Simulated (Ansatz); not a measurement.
A nudged elastic band was laid between two geometries of AlBrF2 + H2 (6 atoms, charge 0, multiplicity 1).

Method: RKS r2SCANh/def2-SVP (Ansatz 0.2.0).

- movable images: 5
- climbing image: yes
- spring: 5.0 eV/Å²
- optimiser: quadratic models (default)
- start path: through a guess of the saddle point
- force threshold: 0.05 eV/Å
- iteration limit: 60
- end points: relaxed

Initial state:

```xyz
6
Properties=species:S:1:pos:R:3
Al -0.081 -0.611 0.130
Br 2.090 -1.065 -0.034
F -1.087 -0.984 -1.123
F -0.745 -0.221 1.594
H 0.045 1.379 -0.637
H -0.221 1.502 0.069
```

Final state:

```xyz
6
Properties=species:S:1:pos:R:3
Al -0.825 -0.171 0.222
Br 1.859 -0.281 -0.354
F -1.288 -1.300 -0.904
F -0.690 -0.717 1.785
H 1.924 1.107 -0.673
H -0.981 1.362 -0.076
```

(1) Which bonds break or form, and what moves?

(2) What energy profile does the band end with?

(3) What is the geometry of the highest image?

(4) What are the harmonic wavenumbers there?

## Answers

(1) Bonds broken: H5–H6. Bonds formed: Al1–H6, Br2–H5. AlBrF2 + H2 becomes AlBrF2H2.

(2) The run converged. The highest image is number 4 of 0 to 6, 136.6 kJ/mol above the first end and 21.7 kJ/mol above the last; the last end lies 114.8 kJ/mol above the first. A vibrational analysis at the climbing image gives one clearly imaginary mode, 435i cm⁻¹: a first-order saddle point. The orbitals stay closed-shell, which can raise the energy where a bond breaks towards radicals; this wasn't checked here.

| image | path coordinate (Å) | energy (kJ/mol) | H5–H6 (Å) | Al1–H6 (Å) | Br2–H5 (Å) |
| --- | --- | --- | --- | --- | --- |
| 0 | 0.00 | 0.0 | 0.76 | 2.12 | 3.24 |
| 1 | 0.48 | 1.2 | 0.77 | 2.13 | 2.92 |
| 2 | 0.96 | 15.1 | 0.78 | 2.04 | 2.42 |
| 3 | 1.44 | 84.0 | 0.93 | 1.79 | 1.93 |
| 4 | 1.92 | 136.6 | 1.43 | 1.62 | 1.53 |
| 5 | 2.53 | 123.5 | 2.17 | 1.58 | 1.43 |
| 6 | 3.15 | 114.8 | 2.98 | 1.57 | 1.43 |

(3) 
```xyz
6
Properties=species:S:1:pos:R:3:forces:R:3
Al -0.582 -0.217 0.149 0.01 -0.02 0.01
Br 1.970 -0.296 -0.278 0.01 0.00 0.00
F -1.275 -1.165 -1.016 0.00 0.00 0.02
F -0.792 -0.557 1.755 -0.01 0.00 -0.02
H 1.014 0.899 -0.374 0.00 0.00 0.00
H -0.335 1.335 -0.235 0.00 0.02 0.00
```

(4) 435i, 109, 143, 259, 430, 470, 783, 825, 918, 974, 1618, 1929 cm⁻¹.

The run took 52 s on 2 threads of AMD EPYC 9R45 96-Core Processor (Zen 5) (shared host), peak memory 0.22 GiB.
